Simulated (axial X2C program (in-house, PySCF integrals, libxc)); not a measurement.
**Working with the constants of SrF⁺**

A bond curve at the PBE0 level, two-component, was computed with an in-house all-electron X2C program for linear molecules (integrals from PySCF) (basis Sr dyall-v4z [13s14p9d4f3g], F dyall-v4z [7s6p3d2f1g] (cores contracted in-house)) for the state Ω = 0 (closed shell). Its fit gives Re = 1.9853 Å, ωe = 593.6 cm⁻¹, ωexe = 2.13 cm⁻¹ and αe = 1.427e-03 cm⁻¹; the masses are 87.9056 and 18.9984 u. Two-component means X2C with spin–orbit coupling and atomic mean-field Coulomb and Gaunt terms.

Question: Find the reduced mass, Be and the force constant.

Answer: From the PBE0 values: μ = 15.6221 u. Be = 16.8576/(μ Re²) = 0.2738 cm⁻¹. k = 5.8918×10⁻⁷ μ ωe² = 3.24 mdyn/Å.

Question: Estimate De from a Morse curve and compare with the computed well depth of 5.778 eV to Sr+ + F.

Answer: De(Morse) = ωe²/(4ωexe) = 5.128 eV against 5.778 eV computed, a ratio of 0.89. For De the Morse form works well here.

Question: Estimate the centrifugal constant by the Kratzer relation.

Answer: D = 4Be³/ωe² = 2.33e-07 cm⁻¹.

Question: Where do the fundamental and the first overtone lie?

Answer: ν(1←0) = ωe − 2ωexe = 589.3 cm⁻¹; ν(2←0) = 2ωe − 6ωexe = 1174.4 cm⁻¹.

Question: A Morse curve ties αe to the other constants (Pekeris). How well does that hold?

Answer: αe(Morse) = 6Be²/ωe × (√(ωexe/Be) − 1) = 1.356e-03 cm⁻¹; the PBE0 curve gives 1.427e-03 cm⁻¹, a ratio of 0.95.

The state is one determinant whose occupation by symmetry is held fixed; it was picked as the lowest of a PBE0 search that is not exhaustive. De is counted from the lowest determinant-based energies of the atoms at the same level, without counterpoise correction. The 2c atoms are single determinants rather than J levels; their spin–orbit lowering is only partly caught, and De is too large by that part. This holds for PBE0. The functionals have no current-density term, which raises determinants with orbital currents, atoms included.
